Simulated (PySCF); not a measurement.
## Calculated NMR data

Computed data (PySCF): spin–spin couplings from B3LYP/pcJ-1 (spin–dipole term left out of most H,H and C,H couplings), shielding tensors at PBE0/pcSseg-1 (GIAO), PBE0-D3(BJ)/def2-SVP geometry. No solvent model, equivalent nuclei averaged, a single conformation, no relativistic terms.

Chemical shifts δ = σref − σ; TMS for ¹H, ¹³C, all at this level. Multiplet labels drop J under 1 Hz and among equivalent protons, and merge close values. Unscaled 3J(H,H) run several per cent high. One-bond C–F couplings are unscaled and too large by tens of Hz. Shifts are as computed. Against solution values, carbons near 30 ppm lie about +2 ppm off and those near 130 ppm about +5 ppm. Of 1211 compounds with measured shifts, 218 miss one by over three times the rms of a fit or turn the order of signals round; such compounds aren't used in these exercises.

Compound 1 (C6H6F2). ¹H NMR (500 MHz, computed): δ 6.20 (m, 1H), 6.17 (m, 1H), 5.60 (m, 1H), 5.38 (m, 1H), 3.02 (m, 1H), 2.83 (m, 1H). ¹³C{¹H} NMR (computed): δ 164.6 (C, dd, J = 332.1, 15.8 Hz), 138.3 (CH, d, J = 6.5 Hz), 132.5 (CH, dd, J = 17.8, 8.2 Hz), 110.5 (CH, dd, J = 16.5, 5.1 Hz), 80.4 (CH, dd, J = 226.9, 26.2 Hz), 30.3 (CH2, d, J = 3.4 Hz). Structure: `InChI=1S/C6H6F2/c7-5-3-1-2-4-6(5)8/h1,3-5H,2H2/t5-/m0/s1`.

Compound 2 (C5H9NO). ¹H NMR (500 MHz, computed): δ 1.31 (s, 9H). ¹³C{¹H} NMR (computed): δ 123.7, 52.7, 33.9. Structure: tert-Butyl isocyanate.

Compound 3 (C6H6F2). ¹H NMR (500 MHz, computed): δ 6.64 (m, 1H), 6.52 (m, 1H), 6.42 (m, 1H), 5.58 (m, 1H), 4.98 (dt, J = 15.6, 1.9 Hz, 1H), 4.63 (ddd, J = 43.8, 2.2, 1.1 Hz, 1H). ¹³C{¹H} NMR (computed): δ 173.7 (d, J = 325.6 Hz), 159.4 (d, J = 358.2 Hz), 128.6 (dd, J = 8.5, 2.5 Hz), 124.7 (d, J = 20.8 Hz), 115.0 (d, J = 1.7 Hz), 102.4 (d, J = 25.5 Hz). Structure: `C(/C=C\C(=C)F)=C/F`.
